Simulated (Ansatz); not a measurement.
```yaml
crystal:
  periodic: [false, false, false]
  atoms:
    - {symbol: C, position_ang: [-3.228724, 0.064469, 0.350867]}
    - {symbol: Sn, position_ang: [-1.192562, 0.151794, 0.348850]}
    - {symbol: O, position_ang: [-0.152334, 1.828193, 0.147691]}
    - {symbol: Si, position_ang: [-0.372348, 2.725806, -1.227087]}
    - {symbol: O, position_ang: [-0.475468, 4.313456, -0.853996]}
    - {symbol: O, position_ang: [-1.849825, 2.248566, -1.719580]}
    - {symbol: O, position_ang: [0.896818, 2.621371, -2.218892]}
    - {symbol: O, position_ang: [-0.195423, -0.899600, -1.020474]}
    - {symbol: Si, position_ang: [1.411971, -0.851026, -1.239669]}
    - {symbol: O, position_ang: [2.132981, 0.039505, -0.066931]}
    - {symbol: O, position_ang: [2.168932, -2.243678, -1.339657]}
    - {symbol: O, position_ang: [1.671141, -0.134726, -2.799173]}
    - {symbol: O, position_ang: [-0.293413, -0.481132, 2.080315]}
    - {symbol: Si, position_ang: [0.319107, -1.866307, 2.392588]}
    - {symbol: O, position_ang: [0.379959, -2.180055, 3.964509]}
    - {symbol: O, position_ang: [-0.752637, -3.075626, 1.756797]}
    - {symbol: O, position_ang: [1.804619, -2.028864, 1.818723]}
    - {symbol: H, position_ang: [-3.537256, -0.216713, -0.693290]}
    - {symbol: H, position_ang: [-3.479006, -0.713363, 1.097248]}
    - {symbol: H, position_ang: [-3.617453, 1.094604, 0.492087]}
    - {symbol: H, position_ang: [0.353941, 4.873604, -1.043739]}
    - {symbol: H, position_ang: [-2.052788, 2.511888, -2.546827]}
    - {symbol: H, position_ang: [1.133167, 1.683408, -2.563995]}
    - {symbol: H, position_ang: [1.739662, 0.931131, 0.192336]}
    - {symbol: H, position_ang: [2.144256, -2.764957, -0.453128]}
    - {symbol: H, position_ang: [2.522109, -0.216462, -3.159881]}
    - {symbol: H, position_ang: [1.109004, -1.898006, 4.406759]}
    - {symbol: H, position_ang: [-0.592257, -3.924196, 2.164000]}
    - {symbol: H, position_ang: [2.115890, -1.243923, 1.353007]}
basis:
  gaussian: {orbitals: def2-SVPD}
magnetization: {spin_polarized: true, initial_magnetization: 2}
hamiltonian: {xc: {name: HF}}
correlation: {active_space: {window: {electrons: 40, orbitals: 30}}}
output: {forces: true}
```

```sh
$ ansatz run in.yaml --threads 11 --pin off --events-out ev --progress --plain --max-ram 110592MiB --backend cuda --devices 0, --max-vram 75GiB
```

Q: How does Ansatz answer? (Best estimate.)

A: Ansatz gave: The input was rejected before any iteration.
```
Error: invalid value for `correlation.active_space`: it starts from restricted Hartree–Fock orbitals; set hamiltonian.xc: hf without magnetization.spin_polarized
```
